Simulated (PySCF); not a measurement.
GaF3, SMILES [F][Ga]([F])[F]. Atoms are numbered in the order given.

```xyz
4

Ga     0.0000     0.0000     0.0000
F     -1.7274     0.0000     0.0000
F      0.8637     1.4959     0.0000
F      0.8637    -1.4959     0.0000
```
Charge 0, spin multiplicity 1.

Coordinates come from a PBE0-D3(BJ)/def2-SVP optimisation. The isomer is the one that the SMILES or the coordinates give; other isomers of the formula were not compared.

Two levels are set side by side: PBE/pcSseg-2 (PySCF) and PBE0/pcSseg-2 (PySCF). GIAO shifts against CFCl3 (¹⁹F) at the same level; non-relativistic, no solvent, atoms listed together averaged. Differences are taken from unrounded values.

```tsv
quantity	PBE
δ(¹⁹F) of F2, F3, F4 (ppm)	-215.2
```

Problem. These are the PBE values. What does PBE0 give? (An estimate is asked for; the answer gives what the named calculation found.)

Solution. 
```tsv
quantity	PBE0	PBE minus PBE0
δ(¹⁹F) of F2, F3, F4 (ppm)	-213.2	-2.0
```

Here PBE gives about what the other level gives.

Rough cost on one machine, each run with all the roots and properties that it gave: PBE0 against PBE within a factor of 2.
